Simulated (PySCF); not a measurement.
C2H6BFO2, SMILES OCB(F)CO. Atoms are numbered in the order given.

```xyz
12

O      2.5263     0.1379     0.0431
C      1.3848    -0.1570    -0.7391
B      0.0000     0.0000    -0.0129
F      0.0000     0.0000     1.3286
C     -1.3848     0.1570    -0.7391
O     -2.5263    -0.1379     0.0431
H      2.3726    -0.2031     0.9338
H      1.4121    -1.1957    -1.1526
H      1.4126     0.4874    -1.6369
H     -1.4121     1.1957    -1.1526
H     -1.4126    -0.4874    -1.6369
H     -2.3726     0.2031     0.9338
```

Geometry: B3LYP-D3(BJ)/def2-SVP. The structure was generated by enumeration, and PubChem lists no compound with its InChIKey, so it may never have been made. The values are those of a single conformer.

The numbers are results of HF/pcSseg-1 in PySCF, not measurements.

GIAO shieldings, no solvent; atoms listed in one row are averaged. δ = σ(ref) − σ: ¹⁷O against H2O (σ = 333.0 ppm); ¹³C against TMS (σ = 192.6 ppm); ¹¹B against BF3 (σ = 102.7 ppm); ¹⁹F against CFCl3 (σ = 238.5 ppm); ¹H against TMS (σ = 31.99 ppm), references at their B3LYP-D3(BJ)/def2-TZVP geometries, non-relativistic.

Task: Estimate the chemical shifts. (Estimate from the structure and the level; the computed values follow.)

Result: 
```json
[
 {"nucleus": "¹⁷O", "atoms": "O1, O6", "count": "2", "δ (ppm)": "-26.6"},
 {"nucleus": "¹³C", "atoms": "C2, C5", "count": "2", "δ (ppm)": "50.6"},
 {"nucleus": "¹¹B", "atoms": "B3", "count": "1", "δ (ppm)": "44.3"},
 {"nucleus": "¹⁹F", "atoms": "F4", "count": "1", "δ (ppm)": "-36.1"},
 {"nucleus": "¹H", "atoms": "H11, H9", "count": "2", "δ (ppm)": "3.58"},
 {"nucleus": "¹H", "atoms": "H10, H8", "count": "2", "δ (ppm)": "3.44"},
 {"nucleus": "¹H", "atoms": "H7, H12", "count": "2", "δ (ppm)": "1.20"}
]
```
